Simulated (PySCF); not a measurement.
C5H11OPSi.
Z-matrix (Å and degrees, GFN2-xTB geometry), rows numbered from 1:
```
C 
C   1  1.5231
P   2  1.8899  1  110.82
C   3  1.8690  2  100.94  1   -82.91
Si  4  1.8603  3  146.76  2    86.55
C   4  1.3184  3   67.29  2   -93.65
O   6  1.3208  3  143.88  4   176.79
C   7  1.4161  6  115.83  3     6.51
H   1  1.0885  2  110.18  3    60.81
H   1  1.0890  2  110.75  3  -178.92
H   1  1.0886  2  110.39  3   -58.71
H   2  1.0940  1  109.85  3   119.10
H   2  1.0936  1  110.52  3  -121.18
H   5  1.4631  4  107.69  3  -179.29
H   5  1.4668  4  108.65  3   -59.77
H   5  1.4635  4  108.98  3    59.86
H   8  1.0884  7  106.53  6  -168.86
H   8  1.0938  7  110.84  6   -49.22
H   8  1.0947  7  110.63  6    71.98
```

Hirshfeld charges (e) from the PBE0/pcSseg-1 density (PySCF), one withheld:

```
atom       bonded to   charge
  C1   C2 H9 H10 H11        ?
  C2   C1 P3 H12 H13  -0.1280
  P3        C2 C4 C6  +0.0969
  C4       P3 Si5 C6  -0.1800
 Si5  C4 H14 H15 H16  +0.3136
  C6        C4 O7 P3  +0.0359
  O7           C6 C8  -0.0901
  C8  O7 H17 H18 H19  -0.0285
  H9              C1  +0.0346
 H10              C1  +0.0412
 H11              C1  +0.0363
 H12              C2  +0.0303
 H13              C2  +0.0289
 H14             Si5  -0.0730
 H15             Si5  -0.0756
 H16             Si5  -0.0738
 H17              C8  +0.0594
 H18              C8  +0.0456
 H19              C8  +0.0485
```

**Question.** What is the charge on C1?

**Answer.** The charges add up to the total charge, 0. The others sum to +0.1222, which leaves -0.1222 e for C1 (methyl carbon); the computed value is -0.1225, the difference coming from rounding and the integration grid.

**Question.** Add each hydrogen's charge to the atom that carries it.

**Answer.** C1 -0.0104, C2 -0.0688, Si5 +0.0912, C8 +0.1250. Atoms without hydrogen keep their charges.

**Question.** Across which bond do the charges differ most?

**Answer.** Si5–C4: +0.3136 on Si5 against -0.1800 on C4, a difference of 0.4936 e. The lower charge is on the more electronegative element of the two (Pauling values: C 2.55, Si 1.90).

**Question.** Take the bonds between elements whose Pauling electronegativities differ by more than 0.25. In how many does the more electronegative atom carry the lower charge?

**Answer.** In 17 of 17.

**Question.** How much positive and how much negative charge does this set hold in all?

**Answer.** +0.7712 e on 11 atoms and -0.7715 e on 8.

The Hirshfeld scheme weights the molecular density at each point by an atom's share of the summed free-atom densities. The structure is a single GFN2-xTB conformer in the gas phase; no vibrational or solvent corrections.
